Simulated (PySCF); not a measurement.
Structure problem from calculated spectra and properties.

Elements present: C, H, N, P and Si. Monoisotopic mass: 149.0246 u.

- NMR, other nuclei: isotropic shieldings of nuclei other than C and H, by class: 248 (1 N), 400 (1 Si), 425 (1 Si), 630 (1 P) ppm [GIAO PBE0/pcSseg-1]
- 13C NMR: chemical shifts (computed TMS as zero) by class: 49.6 (1 C), 34.2 (1 C), 19.9 (1 C) ppm [GIAO PBE0/pcSseg-1]
- 1H NMR: chemical shifts (computed TMS as zero) by class: 5.24 (1 H), 5.00 (1 H), 4.60 (1 H), 3.25 (1 H), 2.51 (1 H), 1.90 (1 H), 1.70 (1 H), 1.11 (1 H), 1.10 (1 H), 0.92 (2 H), -0.18 (1 H) ppm [GIAO PBE0/pcSseg-1]
- Rotational structure: rotational constants A, B, C: 2.298, 0.958, 0.743 GHz [GFN2-xTB]
- Triplet: lowest triplet excitation (Tamm–Dancoff): 4.88 eV [TDA wB97X-D/def2-SVPD]
- UV, first state: lowest singlet excitation: 5.26 eV (236 nm, f = 0.020) [TDDFT wB97X-D/def2-SVPD]

The electronic properties come from PySCF, for the isolated species, density fitting. Levels stand in brackets. One conformer (not necessarily the lowest) at the GFN2-xTB geometry, without solvent, vibrations or thermal averaging. GFN2-xTB frequencies show an imaginary mode (52i cm⁻¹), so this geometry is no minimum at that level. Each NMR value is the plain mean over a class of atoms that symmetry, rotation or inversion makes alike.

Question: Which formula fits the mass and the elements?

Answer: C3H12NPSi2 (calculated 149.0246). No other formula that holds each of these elements comes within 0.0003 u with a fitting electron parity and a possible valence count.

Question: Give a SMILES that accounts for the data.

Answer: Numbering: `[PH2:1][Si@H:2]1[CH2:3][CH2:4][CH2:5][NH:6][SiH2:7]1`. 3 carbons fall into 3 classes; from least to most shielded: ring sp3 carbon bound to nitrogen [C5] (49.6 ppm), ring CH2 carbon [C4] (34.2 ppm), ring sp3 carbon bound to silicon [C3] (19.9 ppm). Hydrogen classes from least to most shielded: 1 H on an SiH2 silicon, Si7 (5.24 ppm), 1 H on an SiH2 silicon, Si7 (5.00 ppm), 1 H on an SiH silicon, Si2 (4.60 ppm), 1 H on an sp3 carbon bound to nitrogen, C5 (3.25 ppm), 1 H on an sp3 carbon bound to nitrogen, C5 (2.51 ppm), 1 H on a ring CH2 carbon, C4 (1.90 ppm), 1 H on an sp3 carbon bound to silicon, C3 (1.70 ppm), 1 H on a ring CH2 carbon, C4 (1.11 ppm), 1 H on an sp3 carbon bound to silicon, C3 (1.10 ppm), 2 H on a three-coordinate phosphorus, P1 (0.92 ppm), 1 H on a silicon-bound nitrogen, N6 (-0.18 ppm). The other shieldings belong to: 248 ppm, silicon-bound nitrogen [N6]; 400 ppm, SiH2 silicon [Si7]; 425 ppm, SiH silicon [Si2]; 630 ppm, three-coordinate phosphorus [P1]. The optimised geometry has point group C1 and is an asymmetric top. Structure: `P[Si@H]1CCCN[SiH2]1`. Computed isomers that give other values at the same levels: `[SiH3]N([SiH3])P1CCC1` (13C chemical shifts (computed TMS as zero) by class: 31.5 (2 C), 20.6 (1 C) ppm); `C=C[SiH2][Si@](C)(N)P` (13C chemical shifts (computed TMS as zero) by class: 142.4 (1 C), 139.1 (1 C), 1.8 (1 C) ppm); `[SiH3]N[Si@@H](P)C1CC1` (13C chemical shifts (computed TMS as zero) by class: 4.1 (1 C), 1.7 (1 C), 0.0 (1 C) ppm). The assignments are read from this structure; whether some other isomer fits the data as well wasn't checked. The mirror image fits equally.
